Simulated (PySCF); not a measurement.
A calculated (r2SCAN, PySCF 2.14, cc-pVDZ-DK, the spin-free X2C one-electron Hamiltonian (Gaussian nucleus)) atom or ion has these occupied shells.

```json
{"shell": "1s α", "electrons": "1", "orbital energy (eV)": "-539.49", "rms radius, mean of both spins (bohr)": "0.231"}
{"shell": "1s β", "electrons": "1", "orbital energy (eV)": "-536.71", "rms radius, mean of both spins (bohr)": "0.231"}
{"shell": "2s α", "electrons": "1", "orbital energy (eV)": "-43.761", "rms radius, mean of both spins (bohr)": "1.21"}
{"shell": "2s β", "electrons": "1", "orbital energy (eV)": "-35.956", "rms radius, mean of both spins (bohr)": "1.21"}
{"shell": "2p α", "electrons": "3", "orbital energy (eV)": "-27.361", "rms radius, mean of both spins (bohr)": "1.23"}
```

(1) Name the element and its charge.

Answers

(1) O+ (oxygen, charge +1), in [He] 2s2 2p3, high-spin 4S determinant.
